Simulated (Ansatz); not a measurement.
Conformers and stereoisomers of `N[SiH](Cl)[SiH](N)Cl`, each relaxed with PBE0-D4/def2-TZVP in Ansatz. CBS adds the triple-zeta coupled-cluster correction to the MP2 limit.

Not all of them had a frequency check.

Conformer A:

Z-matrix (Å, degrees):
```
Si
Cl 1 2.091
Si 1 2.335 2 104.1
N 1 1.698 2 115.3 3 118.3
H 1 1.481 2 104.5 3 -122.7
N 3 1.698 1 108.1 2 -32.7
Cl 3 2.091 1 104.0 2 90.3
H 3 1.481 1 116.6 2 -155.2
H 4 1.007 1 122.0 2 72.8
H 4 1.008 1 119.7 2 -77.5
H 6 1.008 3 119.7 1 38.5
H 6 1.007 3 122.0 1 -171.2
```

Conformer B:

Z-matrix (Å, degrees):
```
Si
Cl 1 2.077
Si 1 2.334 2 107.1
N 1 1.706 2 115.5 3 117.4
H 1 1.482 2 105.5 3 -123.8
N 3 1.704 1 109.6 2 -162.8
Cl 3 2.090 1 103.2 2 74.7
H 3 1.480 1 116.4 2 -40.1
H 4 1.008 1 120.9 2 73.6
H 4 1.009 1 118.8 2 -70.9
H 6 1.008 3 120.2 1 -44.0
H 6 1.008 3 120.8 1 168.8
```

Problem. Which is lowest in electronic energy at CCSD(T)/CBS (frozen core, def2 sets), and by how much? (An estimate is asked.)

Solution. Ansatz gave: A; B lies 4.9 kJ/mol higher.

Problem. Give the energies relative to A (kJ/mol) with B3LYP-D4/def2-TZVPP, PBE/def2-TZVPP, r2SCAN/def2-TZVPP, PBE0/def2-TZVPP, MP2/def2-TZVPP, CCSD(T)/def2-TZVPP, MP2/CBS(def2). (Estimate.)

Solution. The calculation gave: 
```json
{"level": "B3LYP-D4/def2-TZVPP", "B": "5.1"}
{"level": "PBE/def2-TZVPP", "B": "4.4"}
{"level": "r2SCAN/def2-TZVPP", "B": "4.9"}
{"level": "PBE0/def2-TZVPP", "B": "4.4"}
{"level": "MP2/def2-TZVPP", "B": "4.3"}
{"level": "CCSD(T)/def2-TZVPP", "B": "4.1"}
{"level": "MP2/CBS(def2)", "B": "5.1"}
```

B3LYP here is the variant with VWN-RPA as its local correlation; programs differ in this.
